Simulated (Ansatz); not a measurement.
Reaction (redistribution): `C=[CH][GeH2][CH2]F` + `BBr` → `F[CH2][GeH2][Br]` + `BC=C`

Computed with Ansatz on PBE0-D4/def2-TZVP structures; ΔE is electronic, products minus reactants. CBS: MP2 limit from def2 TZ/QZ plus the TZ coupled-cluster correction, frozen cores. For Br, Ge outer-core shells are correlated without core-valence functions, which leaves a few kJ/mol of doubt a bond. Scalar relativity is left out up to krypton. Each species was taken in one conformer, which may not be the lowest.

| species | CCSD(T)/CBS(def2) energy (Eh) |
| --- | --- |
| `C=[CH][GeH2][CH2]F` | -2294.22988 |
| `BBr` | -2599.32470 |
| `F[CH2][GeH2][Br]` | -4789.70402 |
| `BC=C` | -103.86193 |

Work out ΔE.

ΔE = (-4789.70402) + (-103.86193) − (-2294.22988) − (-2599.32470) = -0.01137 Eh = -29.9 kJ/mol.

Largest T1 diagnostic among the species: 0.011.

In def2-TZVPP, CCSD(T) changes the Hartree–Fock value by +25.3 kJ/mol (the triples alone add +2.5 kJ/mol) and MP2 by +24.9 kJ/mol. From PBE to PBE0 (25 % exact exchange), in def2-TZVPP and without D4, ΔE moves by −3.3 kJ/mol.
